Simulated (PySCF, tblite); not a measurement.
Complex of Na+ and dichloromethane

A gas-phase complex of Na+ and dichloromethane; charge +1, singlet. The structure comes from a short search (6 tight-binding starts) and was relaxed by PBE0-D3(BJ)/def2-SVPD; another way of binding may lie lower. Frequencies by PBE0-D3(BJ)/def2-SVPD show no clear imaginary mode.

Parts: 1 = Na+ ([Na+]), atoms 1, charge +1; 2 = dichloromethane (ClCCl), atoms 2–6.

Coordinates in Å:
```
Na1     0.737   -0.169    0.135
Cl2     0.378    1.199    2.506
C3     -0.749   -0.039    3.112
Cl4    -0.996   -1.336    1.918
H5     -0.317   -0.482    4.016
H6     -1.715    0.440    3.301
```

Contacts between parts, classed by geometry: Na1···Cl4 2.747 Å (ion contact); Na1···Cl2 2.761 Å (ion contact).

Interaction energies are complex less parts, with the parts frozen as they stand in it; counterpoise-corrected, in kcal/mol (PySCF).

(1) Give the interaction energy at each level run.

(2) What holds them together? Decompose the wB97M-D3(BJ)/def2-TZVPD energy: frozen parts, their antisymmetrised product, then relaxation.

The parts were also relaxed and run alone, at the levels used for the complex: shieldings by PBE0/pcSseg-2.

Values alone: shielding of Na1 (ppm): 623.7; shielding of Cl4 (ppm): 745.9; shielding of Cl2 (ppm): 745.9.

(3) What does binding change?

## Answers

(1) 
```
                  level  interaction  superposition error removed
wB97M-D3(BJ)/def2-TZVPD       -19.93                        -0.10
 PBE0-D3(BJ)/def2-TZVPD       -20.52                        -0.11
```

(2) electrostatic -13.0, Pauli repulsion +7.4, orbital relaxation -13.3, dispersion correction -1.0 kcal/mol, which sum to the value before the counterpoise correction; the Pauli term holds the exchange-correlation of the frozen density too. Of the attraction, 49 % is orbital relaxation, 48 % is electrostatic, 4 % is dispersion correction.

(3) 
| property | alone | in the complex | change |
| --- | --- | --- | --- |
| shielding of Na1 (ppm) | 623.7 | 595.8 | -27.9 |
| shielding of Cl4 (ppm) | 745.9 | 724.6 | -21.3 |
| shielding of Cl2 (ppm) | 745.9 | 723.6 | -22.4 |

The 5 runs behind this took 4.1 min in all, one thread each of Arm Neoverse V2 on a shared host, launched as `OMP_NUM_THREADS=1 python cluster_run.py task.json out`.
